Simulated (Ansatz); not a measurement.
Gas-phase electronic energies from Ansatz, PBE0-D4/def2-TZVP geometries. CCSD(T)/CBS adds triple-zeta CCSD(T) − MP2 to the extrapolated MP2 energy (def2 sets, frozen cores). This one scheme is used for every species. Functionals use def2-TZVPP. B3LYP here is the variant with VWN-RPA as its local correlation; programs differ in this. HSE06 is defined as in plane-wave codes. One conformer a species, not always the lowest.

Reaction (ligand exchange at the Si–O bond): `CN(C)[Si]O` + HCl → `CN(C)[Si]Cl` + H₂O

Question: Is it downhill or uphill in electronic energy at CCSD(T)/CBS, and by how much? (An estimate is asked.)

Answer: Computed: Downhill: ΔE = -17.3 kJ/mol.

Question: What do these levels give: B3LYP-D4, HSE06-D4, BHLYP-D4, CAM-B3LYP-D4, revPBE, BLYP, r2SCAN0, CAM-B3LYP, LC-ωPBE, RPA@PBE/def2-TZVPP, MP2/def2-SVP, MP2/CBS(def2)? (Estimate.)

Answer: Computed: B3LYP-D4 -14.0, HSE06-D4 -20.3, BHLYP-D4 -12.4, CAM-B3LYP-D4 -7.2, revPBE -20.1, BLYP -10.9, r2SCAN0 -15.5, CAM-B3LYP -5.3, LC-ωPBE -10.2, RPA@PBE/def2-TZVPP -9.2, MP2/def2-SVP -13.1, MP2/CBS(def2) -22.0 kJ/mol.

Largest T1 diagnostic among the species: 0.013.

At CCSD(T), def2-SVP lies +5.2 kJ/mol from the extrapolated value and def2-TZVPP +6.2 kJ/mol. The D4 term adds −3.3 kJ/mol with B3LYP and −1.7 kJ/mol with PBE0; it sums over pairs of atoms, weighted by their polarisabilities, and B3LYP, whose exchange is more repulsive, gets the larger term. Leaving LDA and LC-ωPBE aside and taking each functional with its dispersion term where it has one, the values, not all of them listed here, spread over 14.9 kJ/mol, from revPBE-D4 to CAM-B3LYP-D4. LDA lies +5.7 kJ/mol from PBE without D4.
